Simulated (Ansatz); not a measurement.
Basis-set series for BH$_{5}$NPS (`NBPS`). Total charge 0; spin multiplicity 1. Geometry: relaxed with PBE0-D4/def2-TZVP. It is one conformer, not always the lowest.

```xyz
9

N    -0.255    0.041    1.715
B    -0.634    0.309    0.412
P    -0.043   -0.923   -0.977
S     1.248    0.499   -1.900
H     0.278   -0.772    1.978
H    -0.460    0.658    2.483
H    -1.273    1.294    0.179
H    -1.145   -0.763   -1.858
H     2.285   -0.343   -2.032
```

```
functional       basis  functions  energy (Eh)  HOMO (eV)  LUMO (eV)
   PBE0-D4  def2-TZVPP        216   -821.90039      -6.88      -0.86
   PBE0-D4  def2-QZVPP        404   -821.92832      -6.91      -0.95
   ωB97M-V  def2-TZVPP        216   -822.17827      -8.99       1.07
   ωB97M-V  def2-QZVPP        404   -822.20477      -9.02       0.87
```

(1) Give the rows for def2-SVP. (Estimate.)

Results:

(1) Ansatz gave: 
```json
{"functional": "PBE0-D4", "basis": "def2-SVP", "functions": "89", "energy (Eh)": "-821.54731", "HOMO (eV)": "-6.74", "LUMO (eV)": "-0.55"}
{"functional": "ωB97M-V", "basis": "def2-SVP", "functions": "89", "energy (Eh)": "-821.82170", "HOMO (eV)": "-8.83", "LUMO (eV)": "1.55"}
```

Positive LUMOs are unbound and depend on the basis.
